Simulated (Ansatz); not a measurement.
Input for Ansatz (a program for electronic structure): R-CCSD(T)/aug-cc-pV(D+d)Z on H8OSi2 (a complex), monomers drawn apart or pushed together. Files ending in .json are basis or fitting sets from the Basis Set Exchange.

Ansatz 0.2 input:
```yaml
crystal:
  periodic: [false, false, false]
  atoms:
    - {symbol: O, position_ang: [0.55588435, 0.48663644, 1.37382756]}
    - {symbol: H, position_ang: [1.00482369, -0.30707393, 1.06305605]}
    - {symbol: H, position_ang: [-0.25499551, 0.54365557, 0.85674840]}
    - {symbol: Si, position_ang: [-0.76393694, -0.96997101, 3.46495720]}
    - {symbol: Si, position_ang: [0.39797982, 0.94208545, 4.17830301]}
    - {symbol: H, position_ang: [-1.83050701, -0.62060829, 2.49327403]}
    - {symbol: H, position_ang: [-1.41493677, -1.66418134, 4.60614761]}
    - {symbol: H, position_ang: [0.14922664, -1.94479389, 2.81714960]}
    - {symbol: H, position_ang: [-0.15123573, 2.15996275, 3.54017500]}
    - {symbol: H, position_ang: [1.84173972, 0.82494427, 3.87196167]}
    - {symbol: H, position_ang: [0.25559742, 1.09541098, 5.65008539]}
basis:
  gaussian:
    orbitals: aug-cc-pV_D+d_Z.json
magnetization: {spin_polarized: false}
correlation: {method: ccsd_t, electrons: outside_noble_gas}
scf: {lower_state_search: off}
```

Predict the final total energy.

-657.9126 hartree (reference determinant -657.3897, T1 diagnostic 0.013).

How many basis functions does it have, and what does it roughly cost on one machine?

159 functions; very roughly 60 core-seconds.
